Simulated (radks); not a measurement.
Species: Pt. Configuration: [Xe] 4f14 5d9 6s1. All-electron calculation, non-relativistic Kohn-Sham, LDA (Slater exchange, Perdew-Wang correlation), spin-polarised, spherical densities, point nucleus; open shells are filled with parallel spins first (spin-orbit coupling, left out, can overturn this in heavy ions); relativity is left out, which matters for an element this heavy. Program: a radial shooting solver on a logarithmic mesh with Libxc functionals. Some entries of the table are withheld. Estimate them.

orbital  occ.  eigenvalue (hartree)  <1/r> (bohr^-1)  <r^2> (bohr^2)
1s up       1             -2613.094            77.41       0.0005040
1s down     1             -2613.094            77.41       0.0005040
2s up       1             -434.8568            18.21        0.007850
2s down     1             -434.8542            18.21        0.007850
2p up       3             -417.9591            18.25        0.005791
2p down     3             -417.9569            18.25        0.005791
3s up       1             -101.2730            7.041         0.04875
3s down     1             -101.2715            7.041         0.04875
3p up       3             -93.30722            6.998         0.04490
3p down     3             -93.30573            6.998         0.04490
3d up       5             -78.39862            6.930         0.03464
3d down     5             -78.39669            6.930         0.03464
4s up       1             -21.10933            3.069          0.2352
4s down     1             -21.10661            3.069          0.2352
4p up       3             -17.69605            2.982          0.2417
4p down     3             -17.69318            2.982          0.2417
4d up       5             -11.41846            2.797          0.2561
4d down     5             -11.41512            2.797          0.2560
4f up       7              -3.03755            2.436          0.3073
4f down     7              -3.03318            2.437          0.3067
5s up       1              -2.95719            1.261             (1)
5s down     1              -2.93838            1.263             (2)
5p up       3              -1.89175            1.145           1.501
5p down     3              -1.87125            1.147           1.497
5d up       5              -0.28372           0.8036           3.326
5d down     4              -0.25785           0.8074           3.299
6s up       1              -0.17265           0.3771           12.74
6s down     0              -0.14422           0.3698           13.52

Answer. 
(1) 5s up <r^2> (bohr^2): 1.245
(2) 5s down <r^2> (bohr^2): 1.242
